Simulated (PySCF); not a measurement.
**State search for BeZn⁺**

Unrestricted PBE0; basis Be jorge-DZP-DKH, Zn jorge-DZP-DKH; spin-free X2C with a Gaussian nucleus; PySCF 2.14. Outer shells of the fragments: Be+ 2s1; Zn 3d10 4s2.

Followed along the bond (rough minima from three points):

```tsv
2Ms+1	unpaired	⟨S²⟩ at the start	R at minimum (Å)	Te (eV)
2	σ ↑	0.77	2.32	0.00
4	σ ↑↑, π ↑	3.75	none in the scan	≤ 4.22
```

Solutions found at the starting distance of 2.250 Å, counted from the lowest of them; the search is not exhaustive and high or unbound solutions are not listed, so other states can lie among these:

```csv
2Ms+1,unpaired,term,E (eV),⟨S²⟩,⟨Lz²⟩,μ (D)
2,σ ↑,²Σ⁺,0.00,0.77,0.00,-2.90
2,π ↑,²Π,2.02,0.79,1.00,-3.14
4,"σ ↑↑, π ↑",⁴Π,4.35,3.75,1.00,-2.87
4,σ ↑↑↑,⁴Σ⁺,4.73,3.75,0.00,-2.76
2,"σ ↑↑, π ↓",mixed,5.56,1.75,1.00,-2.96
4,"σ ↑, π ↑↑",⁴Σ⁻,6.32,3.75,0.00,-2.18
```

A term symbol is given only where ⟨S²⟩ and ⟨Lz²⟩ are close to those of a pure state; real π, δ and φ orbitals otherwise mix terms. A positive dipole points towards Zn; it is taken about the centre of mass and depends on that origin.

Counting both spins, an empty level lies below a filled one in some of these solutions, because spin and occupation are held.
